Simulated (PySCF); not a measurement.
Gas-phase reaction: 2 GaCl + Br2 = 2 GaBr + Cl2

Energies from PySCF (xtb for GFN2), thermal terms from the rigid-rotor harmonic-oscillator model, ideal gas at 1 bar. † marks an energy on the PBE0/def2-TZVP geometry and frequencies; other levels use their own. MP2 freezes the core. 6-31G* has spherical d functions here. All species are closed-shell singlets. Br, Ga: all electrons, no relativistic terms. MP2 isn't extrapolated to the basis-set limit; its ΔH°(298 K) is 66.4 kJ in def2-SVP and 60.8 kJ in def2-TZVPP. The harmonic model lacks anharmonicity and excited electronic states, which grow with temperature; levels with a mode under 35 cm⁻¹ are left out.

| level | ΔE electronic, kJ | ΔH°(298 K), kJ | ΔS°(298 K), J/K | ΔG°(1200 K), kJ |
|---|---|---|---|---|
| BLYP/def2-TZVP† | 60 | 61 | 1 | 60 |
| GFN2-xTB | 71 | 72 | 0 | 72 |
| HF/6-31G* | 73 | 73 | 1 | 72 |
| HF/def2-TZVP† | 62 | 62 | 1 | 62 |
| MP2/def2-SVP† | 66 | 66 | 1 | 66 |
| PBE/def2-SVP | 72 | 72 | 1 | 71 |
| PBE/def2-TZVP† | 56 | 57 | 1 | 56 |
| PBE0/def2-SVP† | 74 | 74 | 1 | 74 |
| PBE0/def2-TZVP | 57 | 57 | 1 | 57 |
| LDA/def2-TZVP† | 54 | 54 | 1 | 53 |
| ωB97M-V/def2-TZVP† | 61 | 61 | 1 | 60 |
ΔH° is lowest at LDA/def2-TZVP† and highest at PBE0/def2-SVP†. No reference value is set beside these.
